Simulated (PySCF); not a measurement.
Atom-mapped SMILES (the numbers label the heavy atoms): `[CH3:1]/[CH:2]=[N:3]\[SiH3:4]`; H(Xn) means a hydrogen on atom n.

GIAO PBE0/pcSseg-1 shifts (PySCF 2.14, gas phase, non-relativistic, equivalent atoms averaged), each against references optimised in the same way as the molecule (TMS, NH3).

On the GFN2-xTB geometry: C2 178.3, C1 29.0, N3 371.5, Si4 -75.3, H(C2) 8.75, H(Si4) 5.07, H(C1) 2.03 ppm.

What changes on the PBE0-D3(BJ)/def2-SVP geometry?

Answers


| atoms | δ (ppm) | change |
| --- | --- | --- |
| C2 | 182.1 | +3.8 |
| C1 | 27.3 | -1.7 |
| N3 | 374.1 | +2.6 |
| Si4 | -71.4 | +3.9 |
| H(C2) | 8.67 | -0.08 |
| H(Si4) | 4.96 | -0.11 |
| H(C1) | 2.00 | -0.03 |

Bonds between heavy atoms that differ most (equivalent bonds averaged): N3–Si4 1.715 → 1.742 Å, C2–N3 1.248 → 1.263 Å, C1–C2 1.494 → 1.499 Å. Mean change of bonds to hydrogen: C–H +0.014 Å, Si–H +0.032 Å.
